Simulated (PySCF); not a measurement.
# Spin states and ions at one geometry of [Pb(OH)3]−

PySCF 2.14.0, RKS PBE0, Pb def2-SVP with ECP60, O def2-SVP, H def2-SVP; non-relativistic Hamiltonian with scalar-relativistic core potentials where named; density fitting; no spin-orbit coupling; singlets restricted, open shells unrestricted. The geometry is relaxed for charge -1, singlet, vacuum:

```xyz
7

Pb    0.0000    0.0000   -0.2381
O     1.7433    0.2240    1.0692
H     1.5003   -0.4742    1.6949
O    -1.0656    1.3977    1.0692
H    -0.3395    1.5364    1.6949
O    -0.6777   -1.6217    1.0692
H    -1.1608   -1.0622    1.6949
```

Energies count from the relaxed state; an electron taken off or put on is at rest in vacuum. Charges and spins are Mulliken's.

```csv
state,energy (eV),spin squared,charge on Pb1 (e),spin on Pb1 (e),dipole about the centre of mass (D)
"charge -1, singlet, vacuum",0.00,0.00,0.48,0.00,3.13
"charge -1, triplet, vacuum",4.62,2.01,0.07,1.24,1.17
```

Q: What does the state charge 0, doublet, vacuum give?

A: energy (eV) 3.46, spin squared 0.77, charge on Pb1 (e) 0.82, spin on Pb1 (e) 0.12, dipole about the centre of mass (D) 1.40.

With an electron taken off (doublet) the charges change, summed by element, by Pb +0.35 e, O +0.47 e, H +0.19 e. The vertical ionisation energy is 3.46 eV, against −ε(HOMO) = 1.40 eV of the relaxed state. The level lies 2.1 eV too high, as is usual for semilocal functionals and global hybrids, which keep a self-interaction error.

Open shells may have lower solutions than those found.
